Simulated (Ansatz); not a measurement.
Program: Ansatz. Geometries: PBE0-D4/def2-TZVP. ΔE: electronic, gas phase. CCSD(T)/CBS is the MP2 limit (def2-TZVPP, def2-QZVPP) plus CCSD(T) − MP2 in def2-TZVPP, frozen cores. This one scheme is used for every species. Functionals use def2-TZVPP. B3LYP here is the variant with VWN-RPA as its local correlation; programs differ in this. Each species was taken in one conformer, which may not be the lowest.

`CB[SiH]([SiH3])Cl` + `[AlH3]` → `C[BH][AlH2]` + `[SiH3][SiH2]Cl`  (formal exchange of groups at a B–Si bond)

**Question.** Is it downhill or uphill in electronic energy at CCSD(T)/CBS, and by how much? (Estimate.)

**Answer.** Computed: Uphill: ΔE = +0.26 eV.

**Question.** What do these levels give: PBE0-D4, ωB97X-V, B3LYP, MP2/def2-TZVPP, CCSD(T)/def2-TZVPP, CCSD/CBS(def2)? (Best estimate.)

**Answer.** Ansatz gave: PBE0-D4 0.28, ωB97X-V 0.27, B3LYP 0.21, MP2/def2-TZVPP 0.30, CCSD(T)/def2-TZVPP 0.26, CCSD/CBS(def2) 0.24 eV.

Largest T1 diagnostic among the species: 0.012.

The D4 term adds +0.08 eV with B3LYP and +0.05 eV with PBE0; it sums over pairs of atoms, weighted by their polarisabilities, and B3LYP, whose exchange is more repulsive, gets the larger term. In def2-TZVPP, CCSD(T) changes the Hartree–Fock value by +0.08 eV (the triples alone add +0.02 eV) and MP2 by +0.12 eV.
